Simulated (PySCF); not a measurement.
Ga(H)(Cl)2(OH2), H3Cl2GaO, singlet, PBE0/def2-SVP optimised geometry.

```
7

Ga    -0.15    -1.03     0.00
H      1.39    -1.03     0.00
Cl    -1.28    -1.47     1.82
Cl    -1.28    -1.47    -1.82
O     -0.81     0.97     0.00
H     -1.39     1.03    -0.78
H     -1.39     1.03     0.77
```

Density from PySCF with PBE0/def2-TZVP at that geometry.

Minimum of the electron density along straight lines between bonded atoms, close to the bond critical point (lines longer than 1.1 times the sum of covalent radii, or with two minima, are not listed):

```
bond     length / Å  ρ at the minimum / e bohr⁻³  ∇²ρ there / e bohr⁻⁵  position (fraction from the first atom)
-------  ----------  ---------------------------  --------------------  ---------------------------------------
Ga1–H2        1.549                        0.121                  0.13                                     0.60
Ga1–Cl3       2.182                        0.090                  0.25                                     0.44
Ga1–Cl4       2.183                        0.090                  0.25                                     0.44
O5–H6         0.971                        0.348                 -2.42                                     0.81
O5–H7         0.971                        0.348                 -2.42                                     0.81
```
